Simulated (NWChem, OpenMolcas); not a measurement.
# OpenMolcas → NWChem

OpenMolcas 26.06 runs this on AlI (iodoaluminum):

mol.xyz:
```
2

Al     0.000000     0.000000    -3.044498
I      0.000000     0.000000     2.537102
```

test.inp:
```
* AlI MP2

&GATEWAY
 BasLib=$CurrDir
 Coord=mol.xyz
 Basis=def2-TZVPPD
 Group=NoSym

&SEWARD

&SCF
 Thresholds=1e-10 1e-07 1e-07 1e-05
 PrOrbitals=1 2

&MBPT2
 Frozen=9
```

```bash
$ export MOLCAS_MEM=1860
$ pymolcas test.inp > test.log
```

(Basis files named in the input come from the Basis Set Exchange and aren't shown.)

The Al1–I2 distance was set to 5.582 Å, away from the relaxed value.

A bond is far stretched, where a restricted reference may be unsound.

It gives a total energy of -539.046408 Eh.

**Question.** How is this level of theory, on these atoms, set up in NWChem 7.3.0 as an ASE script?

**Answer.** One way, which was run:

run.py:
```python
from ase import Atoms
from ase.calculators.nwchem import NWChem

molecule = Atoms(['Al', 'I'], positions=[
    [0.000000, 0.000000, -3.044498],
    [0.000000, 0.000000, 2.537102],
])

calc = NWChem(
    label='ali',
    theory='mp2',
    memory='2200 mb',
    basis='def2-TZVPPD',
    basispar='spherical bse',
    scf={'nopen': '0', 'rhf': None, 'thresh': '1e-08', 'maxiter': '80'},
    mp2={'freeze': 'core 9', 'tight': None},
    task='energy',
    **{'ecp bse': {'I library': 'def2-TZVPPD'}},
)
molecule.calc = calc

e = molecule.get_potential_energy()
print(f"E = {e:.6f} eV")
```

```bash
$ export ASE_NWCHEM_COMMAND="nwchem PREFIX.nwi > PREFIX.nwo"
$ python run.py
```

Its energy is -539.046408 Eh, 0.000 mEh from the first.
